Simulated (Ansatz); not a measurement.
Consider the substitution at a C–Te bond: `N=C(N)[TeH]` + `O[SiH3]` → `N=C(N)O[SiH3]` + H₂Te.

Computed with Ansatz on PBE0-D4/def2-TZVP structures; ΔE is electronic, products minus reactants. CCSD(T)/CBS is the MP2 limit (def2-TZVPP, def2-QZVPP) plus CCSD(T) − MP2 in def2-TZVPP, frozen cores. DFT in def2-TZVPP. HSE06 is defined as in plane-wave codes. def2 core potentials past Kr. For Te outer-core shells are correlated without core-valence functions, which leaves a few kJ/mol of doubt a bond. One conformer a species, not always the lowest.

`N=C(N)[TeH]`:

```xyz
8

N    -0.018    0.654   -1.257
C     0.154    0.039   -0.172
N     1.224    0.278    0.642
Te   -1.045   -1.589    0.599
H    -0.775    0.289   -1.819
H     1.796    1.061    0.361
H     1.095    0.161    1.632
H    -2.429   -0.892    0.015
```

`O[SiH3]`:

Cartesian coordinates in Å:
```
O 0.664 -0.986 0.478
Si -0.190 0.199 -0.284
H 0.872 -0.863 1.404
H -1.523 0.408 0.345
H -0.359 -0.258 -1.682
H 0.535 1.500 -0.261
```

`N=C(N)O[SiH3]`:

Cartesian coordinates in Å:
```
N -0.161 1.640 -0.035
C -0.682 0.508 -0.267
N -1.945 0.383 -0.763
O -0.141 -0.719 -0.051
Si 1.356 -0.966 0.630
H 0.759 1.585 0.387
H -2.175 -0.483 -1.216
H -2.342 1.223 -1.145
H 2.415 -0.339 -0.201
H 1.405 -0.395 1.999
H 1.512 -2.435 0.661
```

H₂Te:

```xyz
3

Te   -0.290    0.179   -0.699
H    -0.287   -1.178    0.250
H     0.577    0.999    0.449
```

```json
{"level": "HSE06", "ΔE (kJ/mol)": "-5.4"}
{"level": "LC-ωPBE", "ΔE (kJ/mol)": "-16.4"}
{"level": "MP2/def2-SVP", "ΔE (kJ/mol)": "-20.2"}
{"level": "CCSD(T)/def2-TZVPP", "ΔE (kJ/mol)": "-3.3"}
```

Problem. What does CCSD(T)/CBS give? (Estimate.)

Solution. Ansatz gave: +4.1 kJ/mol. The listed levels differ from it by -9.5, -20.5, -24.3, -7.4 kJ/mol.

Largest T1 diagnostic among the species: 0.014.

Leaving LDA and LC-ωPBE aside and taking each functional with its dispersion term where it has one, the values, not all of them listed here, spread over 21.5 kJ/mol, from CAM-B3LYP-D4 to BLYP-D4. LDA lies −16.0 kJ/mol from PBE without D4. In def2-TZVPP, CCSD(T) changes the Hartree–Fock value by +28.5 kJ/mol (the triples alone add +5.4 kJ/mol) and MP2 by +39.9 kJ/mol.
